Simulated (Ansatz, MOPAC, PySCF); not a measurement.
System: AlI2, net charge 0, doublet state. SMILES: [I][Al][I]
Structure (B3LYP-D3(BJ)/def2-TZVP (Ansatz, a quantum-chemistry and plane-wave program) minimum search):
```xyz
3

Al     1.0265     0.3329     0.3098
I     -0.2746     1.6652    -1.3782
I      0.0228    -1.7469     1.3022
```
Charge 0, spin multiplicity 2.

Property: vertical ionisation energy to the singlet, in eV. Set-up: frozen cores in correlated levels (noble-gas shells and the d and f shells of earlier blocks); def2 sets with scalar-relativistic core potentials past Kr; each state is the SCF solution reached for its charge and spin; STO-3G and 3-21G all-electron and non-relativistic; six Cartesian d functions in 6-31G* and its kin unless marked 5d; UHF or UKS for open shells; no spin-orbit coupling; LANL2DZ with its own core potentials from Na on; dispersion terms only where a functional's name holds one. Ab initio and DFT rows: single points at B3LYP-D3(BJ) geometries (Ansatz). Semi-empirical rows: differences of heats of formation at the shared geometry for vertical values. The spin state of an ion or metal species was assumed, not searched.

| level | program | vertical ionisation energy to the singlet (eV) |
|---|---|---|
| AM1 | MOPAC | 8.97 |
| PM6 | MOPAC | 8.15 |
| MNDO | MOPAC | 8.99 |
| HF/6-31G* with LANL2DZ past Ar | Ansatz | 8.27 |
| PBE/6-31G* with LANL2DZ past Ar | Ansatz | 8.20 |
| B3LYP/STO-3G | Ansatz | 5.61 |
| B3LYP/3-21G | Ansatz | 8.12 |
| B3LYP/6-31G* with LANL2DZ past Ar | Ansatz | 8.32 |
| M06-2X/6-31G* with LANL2DZ past Ar (5d) | PySCF | 8.50 |
| MP2/6-31G* with LANL2DZ past Ar | Ansatz | 7.82 |
| PBE/def2-TZVPD | Ansatz | 7.97 |
| wB97M-V/def2-TZVPD | Ansatz | 8.09 |
| wB97X-V/def2-TZVPD | Ansatz | 8.17 |

No value to compare with is used here. The 10 habitual levels span 5.61 (B3LYP/STO-3G) to 8.99 eV (MNDO); wB97M-V/def2-TZVPD gives 8.09.

The levels are drawn from those run, B3LYP/6-31G* more often than the rest, none by its result; runs whose electronic state is in doubt are left out.
